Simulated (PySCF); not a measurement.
Ligands exchanged one at a time, In Cl-CH3. All species are isolated molecules in the gas phase. Strings in code marks are SMILES.

Computed with PBE-D3(BJ)/def2-TZVP (PySCF). Excitations are Tamm–Dancoff values on a coarser integration grid. The basis has no diffuse functions, so Rydberg states are missing or too high.

```json
[
 {"species": "0 of 3 Cl replaced by CH3 (`[Cl][In]([Cl])[Cl]`)", "HOMO (eV)": "-8.01", "dipole moment (D)": "0.00", "S1–T1 gap (TDA) (eV)": "0.30", "T1 excitation (TDA) (eV)": "?", "HOMO–LUMO gap (eV)": "4.07"},
 {"species": "1 of 3 Cl replaced by CH3", "HOMO (eV)": "-7.24", "dipole moment (D)": "?", "S1–T1 gap (TDA) (eV)": "0.50", "T1 excitation (TDA) (eV)": "4.32", "HOMO–LUMO gap (eV)": "4.58"},
 {"species": "2 of 3 Cl replaced by CH3", "HOMO (eV)": "-6.34", "dipole moment (D)": "?", "S1–T1 gap (TDA) (eV)": "0.13", "T1 excitation (TDA) (eV)": "4.31", "HOMO–LUMO gap (eV)": "?"},
 {"species": "3 of 3 Cl replaced by CH3 (`[CH3][In]([CH3])[CH3]`)", "HOMO (eV)": "-5.84", "dipole moment (D)": "0.01", "S1–T1 gap (TDA) (eV)": "0.22", "T1 excitation (TDA) (eV)": "?", "HOMO–LUMO gap (eV)": "4.23"}
]
```

**Question.** Fill in the missing entries.

**Answer.** 
- 0 of 3 Cl replaced by CH3 (`[Cl][In]([Cl])[Cl]`), T1 excitation (TDA) (eV): 3.92
- 1 of 3 Cl replaced by CH3, dipole moment (D): 3.72
- 2 of 3 Cl replaced by CH3, dipole moment (D): 3.76
- 2 of 3 Cl replaced by CH3, HOMO–LUMO gap (eV): 4.39
- 3 of 3 Cl replaced by CH3 (`[CH3][In]([CH3])[CH3]`), T1 excitation (TDA) (eV): 4.09
